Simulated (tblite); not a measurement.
Isomers of C5H4FO2 (doublet state). Level: GFN2-xTB in tblite, geometry and Hessian alike; calculated harmonic values, unscaled, isolated species. The method is semi-empirical: single wavenumbers can be off by several per cent or more. One conformer each. Open shells enter through the occupations alone, without spin polarisation, and single modes of such species can be off by tens of per cent.

Electronic energies: GFN2-xTB at the same geometries; isomer energies are rough at this level and their order can be wrong.

| SMILES | electronic energy, lowest = 0 (kcal/mol) |
| --- | --- |
| O=C1[CH]COC(F)=C1 | 10.2 |
| COc1[c]c(F)oc1 | 42.1 |
| O[C]1C=COC(F)=C1 | 0.0 |
| [O][C@H]1C=COC(F)=C1 | 36.6 |
| O=C1C=CO[C](F)C1 | 9.2 |

Task: How do GFN2-xTB zero-point energies change the relative energies?

Result: 
| SMILES | ZPE (kcal/mol) | of it from modes above 1550 cm⁻¹ | electronic (kcal/mol) | with ZPE, lowest = 0 (kcal/mol) | lowest mode (cm⁻¹) | rings |
| --- | --- | --- | --- | --- | --- | --- |
| O[C]1C=COC(F)=C1 | 49.0 | 20.9 | 0.0 | 0.0 | 124 | 1 |
| O=C1C=CO[C](F)C1 | 49.3 | 19.8 | 9.2 | 9.5 | 67 | 1 |
| O=C1[CH]COC(F)=C1 | 49.0 | 21.7 | 10.2 | 10.2 | 91 | 1 |
| [O][C@H]1C=COC(F)=C1 | 48.3 | 21.5 | 36.6 | 35.9 | 101 | 1 |
| COc1[c]c(F)oc1 | 49.6 | 21.9 | 42.1 | 42.7 | 83 | 1 |

The zero-point energies span 1.3 kcal/mol, from `[O][C@H]1C=COC(F)=C1` to `COc1[c]c(F)oc1`. The order is unchanged.

Task: What do entropy and thermal enthalpy add at 298.15 K and 1 bar (rigid rotor, harmonic oscillator, one conformer each)?

Result: 
```tsv
SMILES	point group	symmetry number	S (cal/(mol K))	H − H(0) (kcal/mol)	ZPE + H − H(0) − TS (kcal/mol)
O[C]1C=COC(F)=C1	Cs	1	83.9	5.05	29.1
O=C1C=CO[C](F)C1	C1	1	84.4	4.94	29.1
O=C1[CH]COC(F)=C1	Cs	1	84.5	4.96	28.8
[O][C@H]1C=COC(F)=C1	C1	1	82.6	4.76	28.4
COc1[c]c(F)oc1	Cs	1	85.3	5.15	29.4
```

S holds R ln(2S + 1) for the spin.
